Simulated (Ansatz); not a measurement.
CuAg4⁺. The state is a singlet with charge 1. Geometry PBE-D4/def2-SVP.

| atom | x (Å) | y (Å) | z (Å) |
| --- | --- | --- | --- |
| Ag1 | 2.017 | -1.778 | -0.459 |
| Ag2 | 0.557 | -0.947 | -2.490 |
| Ag3 | 0.009 | 0.032 | 0.020 |
| Ag4 | -2.316 | 0.685 | 1.358 |
| Cu5 | -0.267 | 2.008 | 1.570 |

In the def2 sets Ag takes a core potential, while STO-3G treats all electrons; there is no spin–orbit coupling. The structure comes from a short search, and lower isomers may exist.

Estimate the orbital energies around the gap (eV) in Ansatz with HF/STO-3G, PBE-D4/def2-SVP, PBE0-D4/def2-SVP, PBE0-D4/def2-TZVP, ωB97M-V/def2-TZVP.


| orbital | HF/STO-3G | PBE-D4/def2-SVP | PBE0-D4/def2-SVP | PBE0-D4/def2-TZVP | ωB97M-V/def2-TZVP |
| --- | --- | --- | --- | --- | --- |
| HOMO−5 | -10.34 | -9.64 | -11.32 | -11.65 | -14.10 |
| HOMO−4 | -10.00 | -9.49 | -11.30 | -11.62 | -14.05 |
| HOMO−3 | -9.82 | -9.41 | -11.28 | -11.61 | -14.05 |
| HOMO−2 | -9.23 | -9.40 | -11.19 | -11.47 | -13.86 |
| HOMO−1 | -9.18 | -9.37 | -11.01 | -11.14 | -13.03 |
| HOMO | -7.55 | -9.28 | -9.88 | -10.00 | -11.59 |
| LUMO | -1.44 | -7.28 | -6.36 | -6.43 | -4.74 |
| LUMO+1 | -1.38 | -7.00 | -6.04 | -6.12 | -4.42 |
| LUMO+2 | -0.55 | -6.62 | -5.72 | -5.82 | -4.18 |
| LUMO+3 | 0.08 | -5.11 | -4.35 | -4.44 | -3.02 |
| LUMO+4 | 0.45 | -4.78 | -4.02 | -4.11 | -2.71 |
| LUMO+5 | 0.95 | -4.60 | -3.79 | -3.89 | -2.53 |
